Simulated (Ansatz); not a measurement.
Name a neutral molecule of B, C, O, Si and H with HOMO energy (ωB97M-V/def2-TZVPP) between -11.10 and -10.80 eV and size of the dipole moment (ωB97M-V/def2-TZVPP) between 0.45 and 0.75 D (Ansatz, PBE0-D4/def2-TZVP geometry).

`CB(O[SiH3])O[SiH3]` (-11.03 eV, 0.51 D); `COB(C)O[SiH3]` (-10.85 eV, 0.68 D). Other molecules can fit too; these were computed, each in one conformer that needn't be the lowest.
